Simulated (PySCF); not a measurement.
C3H12N2SSi2.
SMILES with atom numbers: `[CH3:1][NH:2][Si@@H:3]1[CH2:4][CH2:5][Si@H:6]([SH:7])[NH:8]1`

Probes without a nucleus sit at each ring's centroid and 1 Å off its mean plane on both sides; NICS is minus the shielding there, NICSzz its component along the normal. Level: GIAO PBE0/pcSseg-1 (PySCF, non-relativistic, gas phase) on the GFN2-xTB geometry, one conformer.

Ring bond lengths (Å), with Mayer bond orders in brackets: Si3–C4 1.896 (0.89), C4–C5 1.530 (1.03), C5–Si6 1.893 (0.92), Si6–N8 1.718 (1.01), N8–Si3 1.739 (0.92).

Q: Give the NICS values of each ring in ppm.

A: 
| ring | type | NICS(0) | NICS(1), two faces | NICS(1)zz, two faces | rms pucker (Å) | centre to ring atoms, mean (Å) |
| --- | --- | --- | --- | --- | --- | --- |
| Si3–C4–C5–Si6–N8 | 5-membered ring with N and 2 Si; formal bonds all single | -4.9 | -3.5 / -2.7 | -1.9 / 1.2 | 0.17 | 1.47 |

Q: What do they say, and how far can they be read as aromaticity?

A: 
- Si3–C4–C5–Si6–N8: mean NICS(1)zz -0.4 ppm, near zero. Si3, C4, C5, Si6 have four or more neighbours, and the NICS criterion for π rings isn't applied. The two faces differ by 3.1 ppm, so no symmetry operation interchanges them.

Time: 84 s wall; peak memory 1.1 GiB. Hardware: one thread of an Arm Neoverse N1, no GPU, shared host with 64 logical CPUs at a one-minute load of 61. This is the whole shielding run at PBE0/pcSseg-1, SCF included.
